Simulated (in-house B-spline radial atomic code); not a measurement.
The numbers below are computed, except where a source is named.
Quantum size effects in thin Pb films (stabilised jellium)

The positive ions are smeared into a uniform slab; the electrons are solved self-consistently in the LDA (PW92) on a fine grid across the film. Stabilised jellium adds, inside the slab, the constant potential −n de/dn that makes the bulk stable at the metal's density. No lattice, so no dependence on crystal face. Atomic units unless named. The table is for the stabilised model.

Pb: 4 valence electrons per atom, density 11.3 g/cm³, mass 207.2 u, so r_s = 2.31 bohr.

```csv
thickness (nm),in Fermi wavelengths,filled subbands,work function (eV),surface energy (J/m²)
0.500,1.250,3,4.281,0.763
0.550,1.375,3,4.144,0.709
0.600,1.499,3,3.824,0.711
0.650,1.625,4,4.098,0.766
0.700,1.749,4,4.217,0.752
0.750,1.875,4,4.126,0.717
0.801,2.001,4,3.904,0.720
0.850,2.125,5,4.087,0.758
0.901,2.250,5,4.179,0.746
0.950,2.375,5,4.115,0.722
1.001,2.500,5,3.952,0.724
1.050,2.625,6,4.081,0.752
1.101,2.750,6,4.154,0.744
```

**Question.** At what steps in thickness do new subbands fill, and why?

**Answer.** λ_F = 2π/k_F = 7.563 bohr = 0.400 nm. New subbands appear by 1.625, 2.125, 2.625 λ_F, each within the grid step of 1/8 λ_F; the true step is half a wavelength (0.200 nm), since a level crosses E_F each time one more half wave at k_F fits across the film.

**Question.** How large is the oscillation of the work function here?

**Answer.** It runs from 3.824 to 4.281 eV over the table, 0.46 eV within the first four rows and 0.20 eV within the last four, about a thick-film value of 4.08 eV. The grid can skip the cusp where a subband opens, so the true swing can be larger; measurement on the bulk metal gives 4.25 eV.

**Question.** The film of 13.23 bohr has subband bottoms at -13.029, -11.389, -8.797, -5.555 eV, measured from the vacuum level. Show that these levels and neutrality give the work function in the table.

**Answer.** Each subband holds (E_F − ε_j)/π electrons per bohr², spin included. Neutrality needs n L = 0.019368 × 13.23 = 0.25623, and π n L × 27.2114 = 21.905 eV. So E_F = (π n L + Σ ε_j)/4 = (21.905 + (-38.770))/4 = -4.216 eV, and the work function is 4.216 eV.
